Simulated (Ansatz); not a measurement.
BGeH4NO (`[NH2][GeH]1[BH][O]1`) at its PBE0-D4/def2-TZVP geometry, where that method's forces vanish. Total charge 0; spin multiplicity 1.

```xyz
8

N     1.5306   -0.4479    0.3333
Ge   -0.2022   -0.6925   -0.1133
B    -1.6400    0.7180    0.2605
O    -1.0406    1.1188   -0.7966
H     2.2391   -0.3949   -0.3806
H     1.7666    0.0988    1.1445
H    -0.1449   -1.4321   -1.4614
H    -2.5086    1.0318    1.0136
```

Q: What forces (eV/Å) does r2SCAN-D4/def2-TZVPP give on these atoms in Ansatz 0.2.0? (Best estimate.)

A: The calculation gave: 
```
N1   0.035 -0.004 -0.013
Ge2 -0.084 -0.188  0.052
B3  -0.113 -0.059  0.220
O4   0.076  0.157 -0.244
H5   0.028  0.015 -0.009
H6   0.012  0.019  0.008
H7   0.023  0.061  0.017
H8   0.024 -0.001 -0.029
```
